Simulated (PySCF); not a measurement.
InCl2, SMILES [Cl][In+][Cl], charge +1. Atoms are numbered in the order given.

```xyz
3

In     0.0000     0.0000     0.0000
Cl     0.0000     0.0000    -2.2233
Cl     0.0000     0.0000     2.2233
```
Charge +1, spin multiplicity 1.

Geometry: PBE-D3(BJ)/def2-TZVP. The multiplicity is an assumed one; other spin states were not compared. The isomer is the one that the SMILES or the coordinates give; other isomers of the formula were not compared. The def2 effective core potentials stand for the cores of In; spin–orbit coupling is left out.

Method: PBE-D3(BJ)/def2-TZVP (PySCF 2.14.0).

Frequencies are harmonic and unscaled.

Modes within 1.5 cm⁻¹ of each other (mostly degenerate sets) share a row, with their intensities summed.

Computed harmonic wavenumbers and intensities:
```json
[
 {"mode": "1–2", "ν (cm⁻¹)": "88", "IR (km/mol)": "9.7", "moving atoms (share of kinetic energy)": "Cl 62 %, In 38 %"},
 {"mode": "3", "ν (cm⁻¹)": "363", "IR (km/mol)": "0.0", "moving atoms (share of kinetic energy)": "Cl 100 %"},
 {"mode": "4", "ν (cm⁻¹)": "479", "IR (km/mol)": "35.3", "moving atoms (share of kinetic energy)": "Cl 62 %, In 38 %"}
]
```
